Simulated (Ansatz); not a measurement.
Start from `C[O][SnH]([OH])[Cl]` and change one atom or group to get `C[O][SnH]([Cl])[O]C`.

Ansatz, PBE0-D4/def2-TZVP geometries, multiplicity 1. Each molecule was computed in one conformer, which needn't be the lowest.

Elements past krypton have def2 core potentials.

```json
{"property": "size of the dipole moment (PBE/def2-TZVPP) / D", "`C[O][SnH]([OH])[Cl]`": "1.40"}
{"property": "LUMO energy (PBE/def2-TZVPP) / eV", "`C[O][SnH]([OH])[Cl]`": "-2.26"}
{"property": "LUMO energy (ωB97M-V/def2-TZVPP) / eV", "`C[O][SnH]([OH])[Cl]`": "0.69"}
{"property": "HOMO–LUMO gap (ωB97M-V/def2-TZVPP) / eV", "`C[O][SnH]([OH])[Cl]`": "11.26"}
{"property": "size of the dipole moment (ωB97M-V/def2-TZVPP) / D", "`C[O][SnH]([OH])[Cl]`": "1.46"}
{"property": "HOMO–LUMO gap (PBE0/def2-TZVPP) / eV", "`C[O][SnH]([OH])[Cl]`": "6.88"}
```

Problem. What does the change do to each property? (Best estimate.)

Solution. Ansatz gave: 
```csv
property,`C[O][SnH]([Cl])[O]C`,shift
size of the dipole moment (PBE/def2-TZVPP) / D,1.02,-0.38
LUMO energy (PBE/def2-TZVPP) / eV,-2.19,0.07
LUMO energy (ωB97M-V/def2-TZVPP) / eV,0.79,0.10
HOMO–LUMO gap (ωB97M-V/def2-TZVPP) / eV,11.28,0.02
size of the dipole moment (ωB97M-V/def2-TZVPP) / D,1.09,-0.37
HOMO–LUMO gap (PBE0/def2-TZVPP) / eV,6.86,-0.02
```

Dipoles are sizes alone; their direction can turn.
